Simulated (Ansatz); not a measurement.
This geometry of FGeH₄NO₂ (9 atoms, charge 0, multiplicity 1) is a first-order saddle point.

Theory: RKS revPBE-D4/def2-SVP (Ansatz).

```xyz
9
Properties=species:S:1:pos:R:3
N -0.109 0.420 -1.538
Ge 0.108 0.068 0.236
O 0.680 -1.614 0.417
O -1.421 0.384 1.102
F 1.314 1.076 1.041
H -0.642 1.282 -1.700
H 0.776 0.476 -2.055
H 1.251 -1.673 1.207
H -1.869 -0.466 1.274
```

(1) Which two structures does it join? (They come from a converged band through this point; their orientation in space is the band's.)

(2) How far does it lie above each of them?

Answers

(1) No bond is made or broken. The dihedral F5–Ge2–O4–H9 goes from 172 to -26°.

Initial state:

```xyz
9
Properties=species:S:1:pos:R:3
N -0.290 0.348 -1.457
Ge 0.147 0.095 0.297
O 1.003 -1.471 0.346
O -1.292 0.201 1.349
F 1.204 1.303 1.021
H -0.596 1.305 -1.664
H 0.482 0.107 -2.090
H 1.433 -1.588 1.215
H -2.003 -0.347 0.965
```

Final state:

```xyz
9
Properties=species:S:1:pos:R:3
N -0.083 0.300 -1.599
Ge 0.023 -0.035 0.179
O 0.783 -1.640 0.357
O -1.628 0.148 0.832
F 1.020 1.038 1.183
H -0.528 1.192 -1.835
H 0.805 0.204 -2.101
H 1.275 -1.674 1.199
H -1.579 0.420 1.768
```

(2) 1.5 kJ/mol above the first and 1.7 kJ/mol above the second. This is the barrier of this one path; another mechanism may lie lower.

Run time: 81 s on 2 threads of Arm Neoverse V1 (shared host), peak memory 0.15 GiB.
